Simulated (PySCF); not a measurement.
**ReO2F2 at several levels of theory**

Computed with PySCF 2.14.0 (density fitting, no spin-orbit coupling) at the geometry relaxed with PBE:

```xyz
5
ReO2F2 (doublet)
Re    0.0730    0.0730    0.0000
O     1.4734    0.0127    0.9710
O     0.0127    1.4734   -0.9710
F    -1.5326   -0.2880    0.9215
F    -0.2880   -1.5326   -0.9215
```

| level | basis | state | HOMO (eV) | gap (eV) | charge on Re1 (e) | dipole about the centre of mass (D) | largest force component (eV/Å) |
| --- | --- | --- | --- | --- | --- | --- | --- |
| PBE | Re def2-SVP with ECP60, O def2-SVP, F def2-SVP | doublet | -6.13 | 1.16 | 1.08 | 0.20 | 0.01 |
| PBE | Re def2-TZVP with ECP60, O def2-TZVP, F def2-TZVP | doublet | -6.24 | 1.19 | 1.37 | 0.30 | 0.14 |
| PBE | Re x2c-SVPall, O x2c-SVPall, F x2c-SVPall | doublet | -6.46 | 1.06 | 0.97 | 0.24 | 0.71 |

HOMO and gap are taken over both spins. Charges are Mulliken's, which hang on the basis. The relaxation used the grid (50, 194), these runs (75, 302) or, all-electron (x2c bases, spin-free X2C Hamiltonian), (99, 590).

**Question.** Order these levels, in the first row's basis, by the HOMO–LUMO gap they give here, smallest first.
A. r2SCAN
B. revPBE
C. M06-L
D. PBE0

**Answer.** B (1.22 eV), C (1.60 eV), A (1.85 eV), D (3.82 eV).

**Question.** And their other results?

**Answer.** 
| level | state | HOMO (eV) | gap (eV) | charge on Re1 (e) | dipole about the centre of mass (D) | largest force component (eV/Å) |
| --- | --- | --- | --- | --- | --- | --- |
| revPBE | doublet | -6.07 | 1.22 | 1.11 | 0.22 | 0.18 |
| M06-L | doublet | -6.52 | 1.60 | 1.43 | 0.43 | 0.55 |
| PBE0 | doublet | -8.08 | 3.82 | 1.31 | 0.43 | 1.25 |
| r2SCAN | doublet | -6.74 | 1.85 | 1.27 | 0.33 | 0.57 |

Open shells may have lower solutions than the one found.
